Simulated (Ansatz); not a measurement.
Gas-phase electronic energies from Ansatz, PBE0-D4/def2-TZVP geometries. CCSD(T)/CBS is the MP2 limit (def2-TZVPP, def2-QZVPP) plus CCSD(T) − MP2 in def2-TZVPP, frozen cores. DFT in def2-TZVPP. For Br outer-core shells are correlated without core-valence functions, which leaves a few kJ/mol of doubt a bond. Scalar relativity is left out up to krypton. One conformer a species, not always the lowest.

Consider the redistribution: `[OH][Al]([OH])[OH]` + `C[SiH](Cl)Br` → `[OH][Al]([OH])[Br]` + `C[SiH](O)Cl`.

`[OH][Al]([OH])[OH]`:

```xyz
7

O    -0.792    0.960   -1.141
Al    0.000    0.000    0.000
O    -0.669   -0.210    1.537
O     1.461   -0.750   -0.395
H    -1.620    1.401   -0.955
H    -0.250   -0.745    2.209
H     1.870   -0.655   -1.253
```

`C[SiH](Cl)Br`:

Cartesian coordinates in Å:
```
C -0.424 -0.698 0.645
Si 0.399 0.429 -0.567
Cl -0.979 1.123 -1.916
Br 1.296 2.152 0.501
H 0.307 -1.073 1.365
H -1.209 -0.167 1.187
H -0.871 -1.547 0.121
H 1.481 -0.219 -1.335
```

`[OH][Al]([OH])[Br]`:

```xyz
6

O     0.680   -0.142   -1.498
Al   -0.045   -0.034    0.014
O     0.568    1.082    1.110
Br   -1.791   -1.349    0.556
H     0.383   -0.754   -2.169
H     0.204    1.196    1.986
```

`C[SiH](O)Cl`:

Z-matrix (Å, degrees):
```
C
Si 1 1.852
H 1 1.092 2 110.4
H 1 1.093 2 110.2 3 119.9
H 1 1.093 2 111.1 3 -119.8
O 2 1.636 1 113.3 3 -178.2
Cl 2 2.066 1 107.5 3 60.3
H 2 1.477 1 112.9 3 -58.5
H 6 0.958 2 118.5 1 -65.6
```

Problem. Is it downhill or uphill in electronic energy at CCSD(T)/CBS, and by how much? (An estimate is asked.)

Solution. Computed: Downhill: ΔE = -0.31 eV.

Problem. What do these levels give: r2SCAN-D4, PBE0-D4, r2SCAN0-D4, CAM-B3LYP-D4, CAM-B3LYP, MP2/CBS(def2)? (Best estimate.)

Solution. Ansatz gave: r2SCAN-D4 -0.35, PBE0-D4 -0.33, r2SCAN0-D4 -0.37, CAM-B3LYP-D4 -0.35, CAM-B3LYP -0.36, MP2/CBS(def2) -0.28 eV.

Largest T1 diagnostic among the species: 0.012.

From PBE to PBE0 (25 % exact exchange), in def2-TZVPP and without D4, ΔE moves by −0.03 eV. Leaving LDA and LC-ωPBE aside and taking each functional with its dispersion term where it has one, the values, not all of them listed here, spread over 0.08 eV, from r2SCAN0-D4 to BLYP-D4.
